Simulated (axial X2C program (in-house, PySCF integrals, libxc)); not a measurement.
## Low determinants of CaP⁺ at the PBE0 level, with spin–orbit coupling

Computed with an axial X2C code built on PySCF integrals. Two-component (2c) means X2C with spin–orbit coupling and atomic mean-field two-electron Coulomb and Gaunt terms. Basis: Ca dyall-cv3z [11s12p6d4f], P dyall-v3z [8s7p2d1f] (cores contracted in-house); Gaussian nuclei, density fitting, unrestricted open shells. Masses: Ca 39.963 u, P 30.974 u.

Search at 2.653 Å (vertical energies from the lowest determinant):

```
ΔE (eV)  state  electrons beyond evenly filled partner blocks  electrons in ±ω = 1/2, 3/2, 5/2, 7/2
   0.00  Ω = 1                              ω = -1/2, ω = 3/2                              27 7 0 0
   0.87  Ω = 2                               ω = 1/2, ω = 3/2                              27 7 0 0
   0.91  Ω = 0                                           none                              28 6 0 0
   0.97  Ω = 0                                           none                              26 8 0 0
   1.19  Ω = 1                                    2 × ω = 1/2                              26 8 0 0
   2.46  Ω = 0                          3 × ω = 1/2, ω = -3/2                              27 7 0 0
   3.08  Ω = 1                                    2 × ω = 1/2                              28 6 0 0
```

Lowest determinant, Ω = 1 (⟨Sz⟩ = 1.00, ⟨Lz⟩ = 0.00 at PBE0): Re = 2.643 Å, ωe = 329.2 cm⁻¹.

The determinant in row 2 of the search, Ω = 2 (⟨Sz⟩ = 1.00, ⟨Lz⟩ = 1.00 at PBE0), was followed along the bond at PBE0; measured from the minimum of the lowest determinant it gives:

Te = 0.730 eV (5886 cm⁻¹), Re = 2.461 Å, ωe = 384.3 cm⁻¹.

Compare the bond of the determinant in row 2 with that of the lowest one.

At PBE0 its Re is 0.182 Å shorter and its force constant, which goes as ωe², is 1.36 times that of the lowest determinant. T0 ≈ Te + Δωe/2 = 5886 + (28) = 5914 cm⁻¹.

The search compares states at one distance, so a state with another bond length can lie lower; it is not exhaustive and yields mostly the lowest determinant of each block pattern, so other components and higher states of one pattern are missing. These are energies of single determinants, not of spin-adapted states; PBE0 term energies can be off by some tenths of an eV, and the functional has no current term. Open-shell Ω = 0 determinants with evenly filled partner blocks cannot be reached by this program, so the Ω shown need not be the lowest component. The lowest determinant need not be the ground state where others lie within half an eV.
